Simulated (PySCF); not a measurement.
Bonds (- single, = double, # triple, : aromatic): C1-C2, C2-C3, C2-N4, N4-B5, B5-C6, C6=C7, C7-C8, C8=C9, C9-N4. C1 carries H10, H11, H12; C2 carries H13; C3 carries H14, H15, H16; B5 carries H17; C6 carries H18; C7 carries H19; C8 carries H20; C9 carries H21.

Geometry: PBE0-D3(BJ)/def2-SVP; GIAO absolute shieldings from PySCF, gas phase, non-relativistic, averaged over equivalent atoms.

At PBE0/pcSseg-1 (213 basis functions, 110 s wall time on 1 thread of an Intel Xeon, shared host):
```tsv
atoms	σ (ppm)
C7	34.9
C6	45.2
C9	45.7
C8	67.0
C2	125.2
C1/C3	158.7
N4	45.8
B5	70.1
H19	23.56
H21	23.91
H18	24.06
H20	24.71
H17	25.88
H13	27.18
H10/H11/H12/H14/H15/H16	29.90
```

What do these become at CAM-B3LYP/pcSseg-1?

Results:


```tsv
atoms	σ at CAM-B3LYP/pcSseg-1	change
C7	27.9	-7.0
C6	40.8	-4.4
C9	39.4	-6.3
C8	63.3	-3.7
C2	123.4	-1.8
C1/C3	156.6	-2.1
N4	44.8	-1.0
B5	66.2	-3.9
H19	23.64	+0.08
H21	23.99	+0.08
H18	24.24	+0.18
H20	24.88	+0.17
H17	26.00	+0.12
H13	27.30	+0.12
H10/H11/H12/H14/H15/H16	29.96	+0.06
```

The largest change is at C7 (alkene CH). Cost: 213 basis functions, 2 min wall time on 1 thread of an Intel Xeon, shared host. The order of the carbon signals changes between the two levels.

A carbon bonded to boron is broadened by the quadrupolar boron nucleus and is often missing from a measured spectrum.
